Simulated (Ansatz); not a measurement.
The cluster K3O⁺ (the lowest singlet isomer of a short search). Charge 1, multiplicity 1. Geometry r2SCAN-D4/def2-TZVP, basis def2-TZVP, Ansatz.

```xyz
4

K     0.9313   -1.2270   -1.7885
K    -2.3089    0.4916    0.0178
K     1.3779    0.7368    1.7697
O    -0.0004   -0.0014    0.0010
```

```
run  HOMO (eV)  LUMO (eV)
  A      -6.48      -4.47
  B      -7.27      -3.84
  C      -9.58      -3.12
  D      -6.19      -3.78
```

The structure comes from a short search, and lower isomers may exist.

Task: The runs used LDA (SPW92), PBE0, r2SCAN, ωB97M-V. Estimate which is which.

Result: A LDA (SPW92) (0 % exact exchange); B PBE0 (25 % exact exchange); C ωB97M-V (range-separated); D r2SCAN (0 % exact exchange). Exact exchange lowers occupied and raises empty levels; among semilocal functionals meta-GGAs tend to open the gap a little, and such runs are hard to tell apart. The gap grows from 2.01 eV (LDA (SPW92)) to 6.46 eV (ωB97M-V).
